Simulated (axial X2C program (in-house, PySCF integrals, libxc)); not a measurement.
**MoOH: properties at the nuclei**

Calculated with an axial X2C code built on PySCF integrals: two-component X2C with atomic mean-field Coulomb and Gaunt terms, Gaussian nuclei, basis Mo dyall-v3z, O dyall-av3z, H dyall-v3z with contracted cores.

Mo–O–H held linear, with bonds 1.890 and 0.949 Å (near the PBE0 minimum at charge 0 of the determinant lowest at the starting distance; the state shown can have its own minimum elsewhere, held linear; other orders of the atoms were not compared).

Input and command:
```json
{"zs": [42, 8, 1], "q": 0, "bas": ["dyall-v3z", "dyall-av3z", "dyall-v3z"], "r0": [2.01, 0.96], "symm": 0, "scan": ["PBE0", "HF", "LDA"], "levels": ["PBE0", "HF", "PBE"], "nst": 2}
```
```bash
python solin.py task.json out
```

Keys: zs atomic numbers; q charge; bas basis sets; r0 starting distance in Å; symm equal bonds; scan levels of the two-bond scan; levels methods; nst determinants followed.

Determinant lowest in the PBE0 search, Ω = 5/2 (⟨Sz⟩ = 2.50, ⟨Lz⟩ = 0.00 at PBE0), spin on the atoms Mo 2.44, O 0.06, H 0.00:

```json
{"level": "PBE0", "Eeff magnitude (GV/cm)": "0.246", "Ws magnitude Mo (kHz)": "0.0366", "A∥/gI Mo (MHz)": "512", "qzz Mo (a.u.)": "-0.13", "A∥/gI O (MHz)": "-12.9", "qzz O (a.u.)": "1.54", "A∥/gI H (MHz)": "0.346", "qzz H (a.u.)": "0.53", "μ (D)": "-1.26"}
{"level": "HF", "Eeff magnitude (GV/cm)": "1.25", "Ws magnitude Mo (kHz)": "0.333", "A∥/gI Mo (MHz)": "431", "qzz Mo (a.u.)": "-0.59", "A∥/gI O (MHz)": "-9.89", "qzz O (a.u.)": "1.55", "A∥/gI H (MHz)": "-0.296", "qzz H (a.u.)": "0.53", "μ (D)": "-1.47"}
{"level": "PBE", "Eeff magnitude (GV/cm)": "0.291", "Ws magnitude Mo (kHz)": "0.0239", "A∥/gI Mo (MHz)": "537", "qzz Mo (a.u.)": "0.10", "A∥/gI O (MHz)": "-14.1", "qzz O (a.u.)": "1.52", "A∥/gI H (MHz)": "0.486", "qzz H (a.u.)": "0.53", "μ (D)": "-0.76"}
```

Determinant 1.04 eV from it at PBE0 and this distance, Ω = 3/2 (⟨Sz⟩ = 2.49, ⟨Lz⟩ = -0.99 at PBE0), spin on the atoms Mo 2.49, O -0.03, H 0.03:

| level | Eeff magnitude (GV/cm) | Ws magnitude Mo (kHz) | A∥/gI Mo (MHz) | qzz Mo (a.u.) | A∥/gI O (MHz) | qzz O (a.u.) | A∥/gI H (MHz) | qzz H (a.u.) | μ (D) |
| --- | --- | --- | --- | --- | --- | --- | --- | --- | --- |
| PBE0 | 2.48 | 1 | 1010 | -2.75 | 8.39 | 1.16 | 3.89 | 0.52 | 1.89 |
| HF | 2.12 | 0.91 | 639 | -3.52 | -4.56 | 1.30 | 3.35 | 0.52 | 1.49 |
| PBE | 2.31 | 0.932 | 1080 | -2.49 | 15.6 | 1.11 | 4.46 | 0.52 | 2.03 |

Eeff is the effective electric field on the electron electric dipole moment in this Ω state and Ws the scalar–pseudoscalar constant of the nucleus named (defined with the proton number Z and per Ω); A∥ (defined per Ω) follows by multiplying with gI = μI/(I μN); qzz is the electric field gradient, eQq0 = 234.96 MHz × Q/barn × qzz; μ is positive if the H end (last atom) is positive. The operators were transformed with the bare-nucleus X2C matrices; with these basis sets, hyperfine constants and field gradients can be off by tens of per cent, and where levels differ in sign neither size nor sign is settled.

Q: With gI(95Mo) = -0.3657, gI(17O) = -0.7575, Q(17O) = -0.02558 barn (g factors from the IAEA table of nuclear moments by Stone; Q from Pyykkö, Mol. Phys. 2018), turn the PBE0 values of the first state into constants in MHz.

A: A∥(95Mo) = 512 × -0.3657 = -187 MHz; A∥(17O) = -12.9 × -0.7575 = 9.77 MHz; eQq0(17O) = 234.96 × (-0.02558) × (1.54) = -9.26 MHz.

The molecule was held linear; bending was not examined, so a bent shape may lie lower.

Each state is one determinant with collinear spin, which with several unpaired electrons need not be a pure state. Unrestricted Hartree–Fock can overshoot spin polarisation at the nuclei. In the state Ω = 5/2 the sign of Eeff differs between levels (HF against PBE0). This is the top spin component of a Σ state; components of lower Ω are not single determinants and can lie lower. With several open shells hyperfine constants can be off by a factor of several. Where Eeff spreads by more than a factor of two the levels disagree and none is to be relied on. The search compared states at one distance, so a state with another bond length can lie lower. Where a field gradient or hyperfine factor spreads by more than a factor of two over the levels, a constant derived from it is not to be relied on. PBE0 term energies can be off by some tenths of an eV.
